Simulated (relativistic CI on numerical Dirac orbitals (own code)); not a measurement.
# Pt²⁺: 5d valence photoemission

Computed with this model: Dirac-Coulomb-Breit CI, KLI orbitals optimised for each configuration, a model potential for QED, multiplet model of photoemission in the sudden approximation, unscaled Slater integrals; configurations [Xe] 4f14 5d8 → [Xe] 4f14 5d7; 300 K; Lorentzian 0.3 eV and Gaussian 0.5 eV FWHM. Energies are those of the free ion, without screening or charge transfer. The energies are binding energies and can lie tens of eV above those of solids. S is read from ⟨S²⟩ = S(S + 1).

Field parameters in Wybourne normalisation: D3d B²₀ = −7Dσ, B⁴₀ = −14Dq − 21Dτ, B⁴₃ = −14√(10/7) Dq; D4h B²₀ = −7Ds, B⁴₀ = 21(Dq − Dt), B⁴₄ = 21√(5/14) Dq; Oh B⁴₀ = 21Dq, B⁴₄ = √(5/14) B⁴₀; Td as Oh with Dq negative (B⁴₀ = 21Dq, B⁴₄ = √(5/14) B⁴₀). The field is a parameter set, without covalency.

Computed curve for D3d, 10Dq = 28000, Dσ = -670, Dτ = -360 cm⁻¹, scaled to 100 at the maximum (points under 2 are left out and the grid is thinned):

(Energy (eV), Intensity): (27.5, 2.1), (27.7, 2.6), (27.8, 2.9), (28.0, 3.7), (28.1, 4.3), (28.3, 5.9), (28.4, 7.3), (28.6, 12.3), (28.7, 17.3), (28.9, 37.9), (29.0, 54.9), (29.2, 91.2), (29.3, 100.0), (29.5, 86.9), (29.6, 72.8), (29.8, 57.8), (29.9, 60.5), (30.1, 76.0), (30.2, 82.5), (30.4, 84.6), (30.5, 80.4), (30.7, 66.9), (30.8, 62.2), (31.0, 68.1), (31.1, 78.3), (31.3, 96.4), (31.4, 96.3), (31.6, 74.1), (31.7, 58.4), (31.9, 35.6), (32.0, 30.9), (32.2, 32.4), (32.3, 37.2), (32.5, 50.5), (32.6, 56.6), (32.8, 64.3), (32.9, 65.1), (33.1, 57.7), (33.2, 49.9), (33.4, 32.6), (33.5, 25.7), (33.7, 17.2), (33.8, 14.8), (34.0, 11.3), (34.1, 9.7), (34.3, 6.9), (34.4, 5.8), (34.6, 4.5), (34.7, 4.1), (34.9, 3.8), (35.0, 3.8), (35.2, 3.8), (35.3, 3.9), (35.5, 4.4), (35.6, 4.5), (35.8, 4.2), (35.9, 3.8), (36.1, 3.0), (36.2, 2.6), (36.4, 2.0)

The ground state has S = 0.99, and the centroid lies at 31.11 eV.
